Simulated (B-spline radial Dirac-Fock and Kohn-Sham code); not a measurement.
Z = 12 (magnesium), transition energy 200 keV. The computed values come from a radial finite-basis atomic code: a Dirac-Hartree-Slater potential of the neutral atom with a Latter tail (no hole, which puts coefficients of high multipoles low close above an edge), finite nucleus with surface currents. Subshells that would emit electrons below 1 keV are left out.

Task: A pure transition shows α(K) = 0.0141, L1/L2 = 70.4 and L1/L3 = 96.9. What is its multipolarity?
A. E2
B. E1
C. M3
D. M1
E. M4
F. E4
G. M2
H. E3

Result: C. For comparison, α(K), L1/L2, L1/L3 are E1 0.000603, 445, 226; E2 0.00449, 193, 129; E3 0.0284, 83.5, 65.3; E4 0.171, 43.2, 36.3; M1 0.000399, 233, 360; M2 0.00238, 117, 223; M4 0.0834, 46.9, 48.6.
